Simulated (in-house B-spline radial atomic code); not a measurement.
Ionising Ca VII (Ca6+) with different functionals

Computed with a radial B-spline atomic code at the basis-set limit: scalar-relativistic (spin-free X2C) Hamiltonian, Fermi nucleus of rms radius 3.4776 fm, spin-polarised at highest spin, spherical fractional occupations for the functionals, the average over the highest-spin determinants for Hartree-Fock. The ionisation energy is the difference of two self-consistent energies, [Ne] 3s2 3p2 → [Ne] 3s2 3p1, without Breit or QED terms; ε is the level of the shell that loses the electron (its least bound occupied spin orbital).

Hybrids are left out here: with spherical fractional occupations of an open shell their exact exchange keeps a self-interaction that integer-occupation calculations don't have.

```json
{"method": "Hartree-Fock", "rung": "Hartree-Fock", "ΔSCF (eV)": "126.44", "-ε(3p) (eV)": "126.85"}
{"method": "LDA VWN5", "rung": "LDA", "ΔSCF (eV)": "127.47", "-ε(3p) (eV)": "117.53"}
{"method": "LDA PW92", "rung": "LDA", "ΔSCF (eV)": "127.46", "-ε(3p) (eV)": "117.52"}
{"method": "LDA exchange-only", "rung": "LDA", "ΔSCF (eV)": "125.99", "-ε(3p) (eV)": "116.11"}
{"method": "PBE", "rung": "GGA", "ΔSCF (eV)": "127.48", "-ε(3p) (eV)": "117.61"}
{"method": "PBEsol", "rung": "GGA", "ΔSCF (eV)": "127.39", "-ε(3p) (eV)": "117.50"}
{"method": "BLYP", "rung": "GGA", "ΔSCF (eV)": "127.39", "-ε(3p) (eV)": "117.43"}
{"method": "RPBE", "rung": "GGA", "ΔSCF (eV)": "127.47", "-ε(3p) (eV)": "117.61"}
{"method": "PW91", "rung": "GGA", "ΔSCF (eV)": "127.61", "-ε(3p) (eV)": "117.72"}
{"method": "BP86", "rung": "GGA", "ΔSCF (eV)": "127.54", "-ε(3p) (eV)": "117.64"}
{"method": "AM05", "rung": "GGA", "ΔSCF (eV)": "?", "-ε(3p) (eV)": "?"}
{"method": "OLYP", "rung": "GGA", "ΔSCF (eV)": "?", "-ε(3p) (eV)": "?"}
{"method": "TPSS", "rung": "meta-GGA", "ΔSCF (eV)": "127.63", "-ε(3p) (eV)": "117.83"}
{"method": "SCAN", "rung": "meta-GGA", "ΔSCF (eV)": "127.84", "-ε(3p) (eV)": "118.23"}
{"method": "r2SCAN", "rung": "meta-GGA", "ΔSCF (eV)": "127.76", "-ε(3p) (eV)": "118.16"}
{"method": "revTPSS", "rung": "meta-GGA", "ΔSCF (eV)": "127.52", "-ε(3p) (eV)": "117.73"}
```

Task: What does AM05 give?

Result: ΔSCF 127.35 eV, and -ε(3p) = 117.45 eV.

Task: What does OLYP give?

Result: ΔSCF 127.81 eV, and -ε(3p) = 117.94 eV.

Task: How do they compare with the NIST value?

Result: NIST lists 127.2 eV ± 0.25 (semi-empirical, ground level to ground level). Errors run from -1.22 to +0.63 eV; AM05 is closest (+0.14 eV), though others lie within the uncertainty of it, and part of that can be cancellation, since the calculations leave out spin-orbit coupling, Breit-QED terms, multiplet and fine-structure energies. Hartree-Fock also lacks correlation.
